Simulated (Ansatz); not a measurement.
Two structures of SnH5ClO, singlet, reached by relaxing down either side of one saddle point (PBE0-D4/def2-TZVP). Energies are electronic, without zero-point energy. Ansatz 0.2.0; basis: def2-TZVPP and def2-QZVPP; cores frozen in the correlated methods. Filled d shells of the heavier atoms are correlated. Core potentials replace the inner electrons of the atoms past krypton. The def2 sets are not built for correlating such inner shells, so the correlated values are less sure here. Extrapolation: Hartree–Fock as exp(−7.88 √X), correlation as X^−2.97. First:

```xyz
8
angstrom
Sn -0.2412 0.6324 -1.0448
Cl 1.2695 -1.1771 -1.0996
H -1.7747 0.0011 -0.7035
H 0.3687 1.7635 0.0629
H -0.1471 1.2338 -2.6410
H 0.3940 -1.3577 1.2755
O -0.1957 -0.7386 1.7203
H 0.3265 -0.3576 2.4302
```

Second:

Sn1  (-0.528, 0.992, -0.378)
Cl2  (0.925, -2.831, -0.407)
H3  (-1.742, 0.084, -1.132)
H4  (-1.108, 2.318, 0.520)
H5  (0.763, 1.424, -1.401)
H6  (0.621, -1.747, 0.296)
O7  (0.193, -0.298, 0.965)
H8  (0.877, 0.059, 1.537)
(Å)

Q: Which bonds change from the first to the second?

A: SnH₃Cl ([Cl][SnH3]) + H₂O → SnH₄O ([OH][SnH3]) + HCl; bonds formed: Sn1–O7, Cl2–H6; bonds broken: Sn1–Cl2, H6–O7.

Q: Give the saddle point's structure and its height above each. (Judge from chemistry; the value comes from the calculation.)

A: By the calculation: 20.96 kcal/mol above the first and 4.72 kcal/mol above the second (CCSD(T) at an estimated basis limit (MP2 extrapolated from triple and quadruple zeta, plus CCSD(T) − MP2 in triple zeta)).
```xyz
8
angstrom
Sn -0.4538 0.7168 -0.4871
Cl 0.7535 -2.0976 -0.8064
H -1.8008 -0.0838 -1.1057
H -0.8940 2.1065 0.4159
H 0.8834 1.0473 -1.4664
H 0.5208 -1.2820 0.5449
O 0.1461 -0.3921 1.1798
H 0.8448 -0.0151 1.7249
```

No T1 diagnostic of these runs exceeds 0.013.

The step is the kind of ligand exchange by which a precursor binds to a hydroxyl group, or is hydrolysed, in atomic layer deposition of oxides.

Labels in which every atom is bracketed show which atoms are joined, not bond orders.

For scale, one of the runs: CCSD(T)/def2-TZVPP, 193 basis functions, launched by `ansatz run in.yaml --threads 4 --pin off --events-out ev --progress --plain --max-ram 9574MiB`. The run took 77 s on 4 CPU threads of an Intel Xeon (shared host), with 2.4 GiB of host memory at its peak.
